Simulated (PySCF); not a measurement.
Q: Give a GFN2-xTB geometry of `Cl/C(CC)=C/C#N`.

A: 
```
atom  x, y, z in Å
C1    -1.6941   -0.2923   -0.3649
C2    -0.5453   -0.2575    0.6461
C3     0.4442    0.8035    0.2953
Cl4   -0.1078    2.4231    0.5121
C5     1.6740    0.5852   -0.1830
C6     2.1807   -0.7098   -0.3858
N7     2.6187   -1.7554   -0.5627
H8    -2.2065    0.6661   -0.3952
H9    -1.3159   -0.5171   -1.3593
H10   -2.4095   -1.0600   -0.0839
H11   -0.0371   -1.2234    0.6611
H12   -0.9491   -0.0568    1.6410
H13    2.3434    1.3949   -0.4385
```

Any rigid rotation of these coordinates is as good. Atoms count from 1 in this order. The C–C distances run from 1.337 Å (C3=C5, drawn double) to 1.531 Å (C1–C2, drawn single), a spread of 0.194 Å. Of the pairs four or more bonds apart, C6···H11 is among the closest relative to their van der Waals radii: 2.51 Å, 86 % of the sum of Bondi's values.

Bonds between heavy atoms (Å): C1–C2 1.531, C2–C3 1.493, C3–Cl4 1.725, C3=C5 1.337, C5–C6 1.405, C6≡N7 1.147.

The geometry is computed with GFN2-xTB (gas phase).

Point group: C1 (no symmetry element, even within 0.4 Å). Stationary, but not proved a minimum. The numbers are those of one conformer (C1–C2–C3–Cl4 70°).
